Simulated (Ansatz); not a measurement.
Saddle point of BH₄SBr, closed shell (BH₃S ([BH2][SH]) + HBr → BH₂Br ([BH2][Br]) + H₂S (still joined by a long B–S bond); bonds formed: B1–Br6, S2–H5; bonds broken: H5–Br6; bonds weakened to dative contacts: B1–S2), PBE0-D4/def2-TZVP structure:

B1  (-0.588, -0.333, -0.393)
S2  (1.249, 0.071, -0.694)
H3  (-0.795, -1.498, -0.503)
H4  (-1.379, 0.504, -0.683)
H5  (0.830, -0.003, 1.014)
Br6  (-0.470, -0.152, 1.951)
H7  (1.153, 1.411, -0.693)
(Å)

Energies are electronic, without zero-point energy. Barriers and step energies count from the start structure reached by relaxing down the imaginary mode; all methods use the PBE0-D4 structures, on which another method's saddle can fall below an end. Program: Ansatz 0.2.0. Basis: def2-TZVPP, with def2-QZVPP for the basis limit. Cores are frozen in the correlated methods. Filled d shells of the heavier atoms are correlated. The def2 sets are not built for correlating such inner shells, so the correlated values are less sure here. B3LYP uses VWN-RPA correlation. Extrapolation: Hartree–Fock as exp(−7.88 √X), correlation as X^−2.97.

```csv
method,barrier (kcal/mol),step energy (kcal/mol)
SPW92,0.29,-13.58
PBE-D4,?,-8.21
BLYP-D4,12.32,-3.67
r2SCAN-D4,9.44,-7.63
B97M-V,15.32,-3.97
PBE0-D4,9.99,-8.56
B3LYP-D4,?,-4.38
r2SCAN0-D4,11.45,-8.14
BHLYP-D4,18.16,-4.65
CAM-B3LYP-D4,?,-4.85
wB97X-V,15.39,-6.66
wB97M-V,14.50,-6.51
B2PLYP,15.69,-4.17
PBE-QIDH,12.41,-8.45
RPA on PBE,15.81,-4.05
HF,30.23,1.47
MP2,12.91,-7.26
CCSD,18.31,-4.47
CCSD(T),15.63,-5.28
```

Problem. Fill in the withheld barriers. (Judge from chemistry; the value comes from the calculation.)

Solution. Computed: PBE-D4 6.96; B3LYP-D4 14.40; CAM-B3LYP-D4 16.25 kcal/mol. Each is the energy of the saddle less that of the start structure, by the same method.

For comparison, the barrier by CCSD(T) at an estimated basis limit (MP2 extrapolated from triple and quadruple zeta, plus CCSD(T) − MP2 in triple zeta) is 14.36 kcal/mol.

T1 diagnostic: at most 0.011.

Labels in which every atom is bracketed show which atoms are joined, not bond orders.

For scale, one of the runs: CCSD(T)/def2-TZVPP, 177 basis functions (an equivalent command: `ansatz run in.yaml --threads 2`). The run took 67 s on 2 CPU threads (shared host), with 1.6 GiB of host memory at its peak.
